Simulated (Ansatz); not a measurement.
A made-up structure of AlSi₂H₃O, closed shell:

```
7
angstrom
O -2.6030 0.6647 0.0897
Si -0.8214 0.2187 -0.0232
Si 0.9885 -0.5049 1.4178
Al 1.5080 -0.1970 -1.1332
H -3.0896 0.9511 -0.8259
H 1.4045 -0.8884 2.9968
H 2.6131 -0.2443 -2.5220
```

It is relaxed with PBE-D4/def2-SVP and then PBE0-D4/def2-TZVP (Ansatz 0.2.0). Atoms count as bonded within 1.22 times the sum of their covalent radii (H–H: 0.88 Å). The end point is not checked to be a true minimum.

Question: Does its bonding change? (A judgement: the text doesn't fix the answer.)

Answer: By the calculation: No: no bond forms or breaks.

Where it ends: The first stage lowers the energy by 1.40 eV in 5 steps. It ends as AlSi₂H₃O ([OH][Si]1[AlH][SiH]1):
```xyz
7
angstrom
O -2.3242 0.5936 0.0796
Si -0.7335 0.1954 -0.0211
Si 0.8820 -0.4508 1.2662
Al 1.3468 -0.1761 -1.0111
H -2.7589 0.8494 -0.7378
H 1.2547 -0.7933 2.6756
H 2.3331 -0.2182 -2.2514
```

Labels in which every atom is bracketed show which atoms are joined, not bond orders.

For scale, one of the runs: PBE0-D4/def2-TZVP relaxation, 160 basis functions, launched by `ansatz run in.yaml --threads 2 --pin off --events-out ev --progress --plain --max-ram 4352MiB`. Hardware: 2 CPU threads of an Intel Xeon 6975P-C, shared host. Wall time about 22 s.
